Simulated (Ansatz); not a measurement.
The cluster Cu₆Si⁺. The state is a doublet with charge 1. Geometry PBE-D4/def2-SVP, basis def2-TZVP, Ansatz.

Cartesian coordinates in Å:
```
Si 0.2085 1.3360 1.3107
Cu 1.0498 -0.1268 -0.3555
Cu -0.8988 -1.3711 -1.1563
Cu 0.7017 -2.4243 0.2717
Cu -0.8210 -0.7091 1.1443
Cu 0.9710 2.2499 -0.6469
Cu -1.2111 1.0454 -0.5681
```

```json
{"run": "A", "HOMO (eV)": "-8.99", "LUMO (eV)": "-7.63"}
{"run": "B", "HOMO (eV)": "-8.72", "LUMO (eV)": "-7.98"}
{"run": "C", "HOMO (eV)": "-9.31", "LUMO (eV)": "-7.28"}
{"run": "D", "HOMO (eV)": "-8.68", "LUMO (eV)": "-8.23"}
```

Another isomer (doublet) lies 0.45 eV lower at PBE0-D4/def2-TZVP; other spin states weren't run for this one.

HOMO and LUMO are taken over both spins.

**Question.** The runs used PBE, PBE0, r2SCAN, r2SCANh. Estimate which is which.

**Answer.** A r2SCANh (10 % exact exchange); B r2SCAN (0 % exact exchange); C PBE0 (25 % exact exchange); D PBE (0 % exact exchange). Exact exchange lowers occupied and raises empty levels; among semilocal functionals meta-GGAs tend to open the gap a little, and such runs are hard to tell apart. The gap grows from 0.45 eV (PBE) to 2.02 eV (PBE0).
